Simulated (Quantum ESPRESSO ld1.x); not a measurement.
Values are calculated unless marked as measured or tabulated.
Ne7+, 3 electrons, occupied as [He] 2s1 (the NIST ground configuration).

Level of theory: scalar-relativistic Kohn-Sham, LDA (Slater exchange, VWN5 correlation), spin-polarised, spherical densities, point nucleus; open shells are filled with parallel spins first (ld1.x of Quantum ESPRESSO 7.5).

Energy parts (hartree):
part                     energy
total                 -102.1018
kinetic                102.1807
electron-nucleus      -214.4294
Hartree                 16.3069
exchange-correlation    -6.1601

Orbitals (lengths in bohr, moments of r in powers of bohr; r(max) is where P^2 peaks):
orbital  occ.  eigenvalue (hartree)  r(max)     <r^4>
1s up       1              -39.7993   0.102  0.002846
1s down     1              -39.7130   0.102  0.002820
2s up       1              -8.27828   0.591    0.5025
2s down     0              -7.90255   0.591    0.5334
2p up       0              -7.69709   0.484    0.3699
2p down     0              -7.35193   0.476    0.3863
3s up       0              -3.30445    1.54     12.83
3s down     0              -3.21956    1.58     14.01

The highest occupied level is 2s up at -225.26 eV. For comparison, the ionisation energy in NIST's Atomic Spectra Database is 239.10 eV (semi-empirical). In exact Kohn-Sham theory the highest level is minus the ionisation energy, but local and semilocal functionals leave it too shallow, through self-interaction and a potential that decays too fast; potentials with the right tail come closer. Summed over all electrons, <r^2> = 0.6166 bohr^2, which gives a Langevin (diamagnetic) susceptibility term of -0.488 x 10^-6 cm^3/mol.
